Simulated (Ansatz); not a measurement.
Start from `C#C[SiH](C)OC` and change one atom or group to get `CO[SiH](C)O`.

Ansatz, PBE0-D4/def2-TZVP geometries, multiplicity 1. Each molecule was computed in one conformer, which needn't be the lowest.

```
                                          property  `C#C[SiH](C)OC`
             HOMO energy (ωB97M-V/def2-TZVPP) / eV           -10.31
           HOMO–LUMO gap (ωB97M-V/def2-TZVPP) / eV            12.17
size of the dipole moment (ωB97M-V/def2-TZVPP) / D             0.66
                HOMO energy (PBE0/def2-TZVPP) / eV            -8.05
                 LUMO energy (PBE/def2-TZVPP) / eV            -1.07
               HOMO energy (B3LYP/def2-TZVPP) / eV            -7.83
```

(1) What does the change do to each property? (Estimate.)

## Answers

(1) Computed: 
```tsv
property	`CO[SiH](C)O`	shift
HOMO energy (ωB97M-V/def2-TZVPP) / eV	-10.51	-0.20
HOMO–LUMO gap (ωB97M-V/def2-TZVPP) / eV	12.74	0.57
size of the dipole moment (ωB97M-V/def2-TZVPP) / D	1.57	0.91
HOMO energy (PBE0/def2-TZVPP) / eV	-8.12	-0.07
LUMO energy (PBE/def2-TZVPP) / eV	-0.11	0.96
HOMO energy (B3LYP/def2-TZVPP) / eV	-7.90	-0.07
```

With PBE0 the HOMO falls by 0.07 eV and the LUMO rises by 0.88 eV, so the gap widens by about 0.95 eV. PBE moves the HOMO by 0.05 eV and ωB97M-V by -0.20 eV. Dipoles are sizes alone; their direction can turn.

B3LYP here is the variant with VWN-RPA as its local correlation; programs differ in this.
